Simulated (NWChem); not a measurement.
Atomisation of CH₇AlO₃

SMILES: O.[CH3][Al]([OH])[OH]
```xyz
12

Al     0.1745    -0.0543    -0.1727
C      1.6106     1.2326    -0.5204
H      2.2569     0.9060    -1.3548
H      2.2681     1.3784     0.3541
H      1.2081     2.2215    -0.7999
O      0.4946    -1.5218     0.7117
H      1.3506    -1.9452     0.8085
O     -1.2291    -0.1186    -1.2110
H     -1.2737    -0.4063    -2.1250
O     -1.1107     0.5178     1.2464
H     -1.0679    -0.2742     1.8145
H     -1.9114     0.4106     0.6928
```
Charge 0, spin multiplicity 1.

All runs are NWChem calculations. The geometry was optimised at B3LYP/def2-SVP, a minimum by its harmonic frequencies. It is one conformer; others weren't searched.

Basis set: def2-SVP. The atomisation energy is electronic alone: no zero-point, thermal, spin-orbit or counterpoise terms. No value is extrapolated to the basis-set limit. Free atoms are single determinants with multiplicities Al 2, C 3, H 2, O 3. Correlated methods freeze the same cores in atoms and molecule, 9 orbitals in all.

B3LYP has NWChem's definition, with VWN1-RPA local correlation. The structure started from a generated list of species. The stability of the SCF solutions was not checked. Open-shell Hartree-Fock references start from PBE0 orbitals.

Task: One of these methods gave an atomisation energy of 1053.4 kcal/mol. Which?
(A) MP2
(B) LC-wPBE (omega 0.3 per bohr)
(C) PBE0
(D) PBE

Result: C, PBE0. The others give 1027.3 (MP2), 1075.8 (PBE), 1069.6 (LC-wPBE (omega 0.3 per bohr)).
